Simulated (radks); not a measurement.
The numbers below are computed, except where a source is named.
Question: The mean radii <r> (bohr) of the occupied orbitals of an atom or ion are listed with their occupations. Level of theory: Dirac Kohn-Sham, BLYP, spin-unpolarised, spherical densities, finite nucleus; Fermi nuclear charge, rms radius of each element as measured or else 0.836 A^(1/3) + 0.57 fm (a radial shooting solver on a logarithmic mesh with Libxc functionals).

orbital  occ.      <r>
1s1/2       2  0.02409
2s1/2       2   0.1025
2p1/2       2  0.08600
2p3/2       4  0.09230
3s1/2       2   0.2706
3p1/2       2   0.2601
3p3/2       4   0.2721
3d3/2       4   0.2428
3d5/2       6   0.2466
4s1/2       2   0.5848
4p1/2       2   0.5920
4p3/2       4   0.6124
4d3/2       3   0.6235

Name the element and its charge. Open shells, if any, fill j = l - 1/2 first.

Answer: Z = 59, praseodymium, charge +20: Pr20+ in [Kr] 4d3. The 1s radius gives Z: for a bare nucleus <r> = (2 gamma + 1)/(2Z) with gamma = sqrt(1 - (Z/c)^2), 0.02377 bohr for Z = 59, and screening makes it slightly larger (0.02409 here). The occupations add up to 39, and the charge is Z minus that.
